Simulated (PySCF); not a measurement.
How the numbers were obtained: coordinates at the GFN2-xTB level, GIAO PBE0/pcSseg-1 shieldings, in PySCF (isolated molecule, no relativistic terms, single conformer, one averaged value for each set of equivalent atoms).

Scale: ¹H (31.72 ppm) and ¹³C (186.93 ppm) vs TMS (reference shieldings calculated alike). Shifts are as computed. Against solution values, carbons near 30 ppm lie about +3 ppm off and those near 130 ppm about +5 ppm. Of 1211 compounds with measured shifts, 218 miss one by over three times the rms of a fit or turn the order of signals round; such compounds aren't used in these exercises.

(1) Order these molecules by the shift of their most shielded carbon-bound hydrogen, lowest δ first.
A. O=C[SiH2]C=O
B. C/C=C(/CF)OC
C. C#CCC(C)(C)[SiH3]

(2) Order these molecules by the shift of their most deshielded carbon-bound hydrogen, lowest δ first.
A. CCCC#CC[SiH3]
B. O=C[SiH2]C=O
C. C/C=C(/CF)OC

(3) How many ¹³C and ¹H signals does each give (equivalence by symmetry and fast rotation, but not about amide C–N or C=N bonds)? `C#CCC(C)(C)[SiH3]`, `C/C=C(/CF)OC`, `O=C[SiH2]C=O`, `CCCC#CC[SiH3]`

Results:

(1) C (1.18 ppm, hydrogen on a methyl carbon), B (1.83 ppm, hydrogen on an allylic methyl carbon), A (12.08 ppm, hydrogen on a carbonyl carbon).

(2) A (2.28 ppm, hydrogen on a propargylic sp3 CH2), C (5.13 ppm, hydrogen on an allylic sp3 CH2 bonded to F), B (12.08 ppm, hydrogen on a carbonyl carbon).

(3) C#CCC(C)(C)[SiH3]: 5 C, 4 H; C/C=C(/CF)OC: 5 C, 4 H; O=C[SiH2]C=O: 1 C, 2 H; CCCC#CC[SiH3]: 6 C, 5 H.
